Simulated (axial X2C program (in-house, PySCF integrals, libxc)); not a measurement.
TlF⁻: a run with one poor setting

All values were computed with an in-house relativistic program for diatomic molecules. Spin-free means the one-electron spin-free X2C Hamiltonian. Basis: Tl dyall-av3z [13s15p11d7f], F dyall-av3z [7s6p3d2f] (cores contracted in-house); Gaussian nuclei, density fitting, unrestricted open shells. Masses: Tl 204.974 u, F 18.998 u.

One setting of this run was spoiled on purpose, so its numbers are not properties of TlF⁻. Level: PBE0, spin-free; state M_S = 1/2, Λ = 1 (beyond evenly filled blocks: π+α).

```json
{"R (Å)": "1.916", "E − E(lowest point) (eV)": "0.4646", "SCF iterations": "14"}
{"R (Å)": "2.004", "E − E(lowest point) (eV)": "0.1624", "SCF iterations": "12"}
{"R (Å)": "2.070", "E − E(lowest point) (eV)": "0.0477", "SCF iterations": "12"}
{"R (Å)": "2.136", "E − E(lowest point) (eV)": "0.0000", "SCF iterations": "12"}
{"R (Å)": "2.202", "E − E(lowest point) (eV)": "0.0002", "SCF iterations": "2"}
{"R (Å)": "2.279", "E − E(lowest point) (eV)": "0.0425", "SCF iterations": "12"}
{"R (Å)": "2.356", "E − E(lowest point) (eV)": "0.1147", "SCF iterations": "11"}
{"R (Å)": "2.455", "E − E(lowest point) (eV)": "0.2333", "SCF iterations": "12"}
{"R (Å)": "2.576", "E − E(lowest point) (eV)": "0.3960", "SCF iterations": "12"}
{"R (Å)": "2.752", "E − E(lowest point) (eV)": "0.6349", "SCF iterations": "12"}
```

Fit: Re 2.168 Å, ωe 380.2 cm⁻¹, residual 0.18 microhartree, De 2.06 eV.

Output at the reference distance:

```
spin-free X2C-1e  PBE0
basis functions 216  fitting functions 807  grid points 5078
iter        total energy     max residual
   1     -20349.955711752     4.20e-06
   2     -20349.955711753     5.65e-06
converged
one-electron -28226.45898064  Coulomb 8098.04734644  exact exchange -97.54197900  xc functional -299.19291906  nuclear repulsion 175.19082051
```

Task: Which setting was spoiled?
A. virtual space cut too low
B. an excited determinant was followed
C. too few iterations allowed
D. density fitting set too sparse
E. integration grid too coarse

Result: D. Density fitting set too sparse: ratio 3 between fitting exponents against the usual 2.
